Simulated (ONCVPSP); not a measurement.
## Transferability test, ONCV potential for phosphorus

```
Element                 : phosphorus (P)
Generator               : ONCVPSP 4.0.1
Type                    : optimised norm-conserving Vanderbilt (ONCV)
Functional              : LDA (Perdew-Wang 92)
Relativity              : fully relativistic
Frozen core             : [Ne]
Valence charge          : 5
Reference configuration : 3s1.75 3p3.25
Partial waves           : 3s: rc 1.55 bohr, ncon 4, nbas 7, qcut 5.1 1/bohr, 2 projectors, debl 3.6 Ha; 3p: rc 1.40 bohr, ncon 4, nbas 7, qcut 6.6 1/bohr, 2 projectors, debl 1.4 Ha; d scattering state at 0.06 Ha: rc 1.65 bohr, ncon 4, nbas 7, qcut 5.2 1/bohr, 2 projectors, debl 0.9 Ha
Local potential         : polynomial inside 1.30 bohr (lpopt 4, dvloc0 0 Ha)
Core correction         : none
```

Open shells are filled in proportion to 2j + 1.

Energies are relative to the spin-unpolarised reference configuration 3s1.75 3p3.25; without spin polarisation the order of configurations can differ from experiment.

(1) Give the all-electron excitation energy and the error of the potential for: 3s2 3p3; 3s2 3p2; 3s2 3p1; 3s2 3p2.5.

Levels in the configuration 3s2 3p2:

```
   level  all-electron (eV)  pseudo (eV)
3s j=1/2            -23.320      -23.312
3p j=3/2            -14.277      -14.271
3p j=1/2            -14.345      -14.338
```

Answers

(1)

| valence configuration | charge | ΔE all-electron (eV) | error AE − PS (meV) |
| --- | --- | --- | --- |
| 3s2 3p3 | 0 | -2.110 | +0.3 |
| 3s2 3p2 | +1 | 7.705 | +2.0 |
| 3s2 3p1 | +2 | 26.949 | +23 |
| 3s2 3p2.5 | +0.5 | 1.708 | +0.3 |
